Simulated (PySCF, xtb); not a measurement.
Nb(NH)(F)2(NH2) (F2H3N2Nb), SMILES [NH]=[Nb]([NH2])([F])[F], multiplicity 1. The values are those of a single conformer.

Harmonic wavenumbers (cm⁻¹) from GFN2-xTB (xtb) at its own minimum, in rising order: 132, 141, 162, 172, 207, 339, 401, 426, 527, 555, 589, 607, 622, 916, 1457, 3244, 3324, 3333.

Question: What does PBE0-D3(BJ)/def2-SVP in PySCF give at its own minimum? (The exact figures need the calculation; the answer reports its results.)

Answer: 169, 177, 196, 219, 246, 420, 497, 537, 574, 630, 680, 702, 740, 1046, 1510, 3566, 3673, 3683. Paired by order, the mean absolute difference is 117 cm⁻¹ and the zero-point energies are 24.5 and 27.5 kcal/mol.
